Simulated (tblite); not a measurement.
C₅H₁₁FSSi.
Cartesian coordinates in Å at the GFN2-xTB level; atoms count from 1:
```
atom  x, y, z in Å
C1    -1.8834    1.1742   -0.8460
C2    -1.9409    0.1326   -0.0239
C3    -3.2557   -0.4527    0.3951
Si4   -0.4267   -0.7116    0.7175
C5     1.1713    0.0800   -0.0024
F6     1.2382    1.4237    0.3127
S7     2.6092   -0.7818    0.6827
C8     3.9224   -0.0135   -0.3160
H9    -0.9512    1.6189   -1.1494
H10   -2.7752    1.6367   -1.2429
H11   -4.0894    0.0714   -0.0669
H12   -3.3031   -1.5048    0.1202
H13   -3.3595   -0.3940    1.4769
H14   -0.3699   -2.1297    0.3470
H15   -0.3747   -0.5435    2.1707
H16    1.2423    0.0247   -1.0926
H17    3.8970    1.0623   -0.1669
H18    4.8636   -0.4187    0.0401
H19    3.7759   -0.2649   -1.3635
```

Calculated harmonic vibrations of the isolated species, GFN2-xTB (tblite), most abundant isotopes, no scaling. This tight-binding method is rough: wavenumbers can miss measured ones by several per cent, in bad cases by 10 to 20. Modes of hydrogen on silicon can be 10 to 20 % off. One conformer, not necessarily the lowest.

Harmonic wavenumbers (cm⁻¹): 34.0, 38.8, 60.9, 79.1, 137.0, 147.3, 162.1, 196.1, 226.1, 297.4, 334.2, 363.1, 394.2, 505.5, 585.3, 644.8, 673.1, 681.6, 714.6, 722.8, 752.3, 785.4, 915.2, 943.9, 946.7, 966.4, 980.4, 1014.0, 1040.6, 1120.6, 1218.4, 1261.4, 1313.1, 1400.2, 1424.5, 1445.9, 1449.9, 1479.7, 1489.6, 1676.9, 2247.2, 2273.4, 2915.4, 3012.1, 3015.2, 3026.0, 3030.2, 3031.3, 3061.7, 3070.9, 3121.6.

A = 3374, B = 659.9, C = 583.9 MHz; mass 150.033 u (most abundant isotopes); point group C1, symmetry number 1.

Zero-point energy?

Half the sum of the wavenumbers: 31214 cm⁻¹ = 373.41 kJ/mol.

Entropy at 200 K, 1 bar (ideal gas, RRHO, classical rotation)?

Translation 163.05, rotation 120.09, vibration 118.00: S = 401.1 J/(mol K).

And Cp and H(200 K) − H(0)?

Cp = 140.77 J/(mol K), of which vibrations give 107.51 (their classical limit is 51 R = 424.0); H(200 K) − H(0) = 18.57 kJ/mol without the zero-point energy, 11.92 from vibrations.

Which modes carry the vibrational entropy at 200 K?

34.0 cm⁻¹: 20.04; 38.8 cm⁻¹: 18.95; 60.9 cm⁻¹: 15.24; 79.1 cm⁻¹: 13.11; 137.0 cm⁻¹: 8.76; 147.3 cm⁻¹: 8.21 J/(mol K); the other 45 give 33.68 together.

How do the functions run with temperature in this model?

| T (K) | S (J/(mol K)) | Cp (J/(mol K)) | H − H(0) (kJ/mol) | G − H(0) (kJ/mol) | ln q(vib) |
| --- | --- | --- | --- | --- | --- |
| 150 | 363.9 | 119.2 | 12.07 | -42.52 | 5.19 |
| 250 | 434.9 | 162.5 | 26.15 | -82.57 | 8.78 |
| 298.15 | 465.3 | 183.0 | 34.47 | -104.25 | 10.40 |
| 400 | 524.7 | 222.5 | 55.17 | -154.72 | 13.69 |
| 600 | 626.8 | 281.1 | 105.91 | -270.16 | 19.71 |
| 900 | 752.4 | 337.7 | 199.42 | -477.73 | 27.77 |

q(vib) and H(0) count from the zero-point level.

Blend soft modes into free rotors: weight 1/[1 + (100 cm⁻¹/ν̃)⁴] for the oscillator and the rest for a rotor with moment μB/(μ + B), μ = h/(8π²ν), B = 10⁻⁴⁴ kg m². What vibrational entropy results?

104.75 J/(mol K) in place of 118.00, which changes −T·S at 200 K by +2.65 kJ/mol.

Hindered rotation and anharmonicity are outside this model. Other conformers, if any are populated, would add a mixing term that is left out. The structure is chiral; the term R ln 2 for an equal mix with its mirror image is left out.
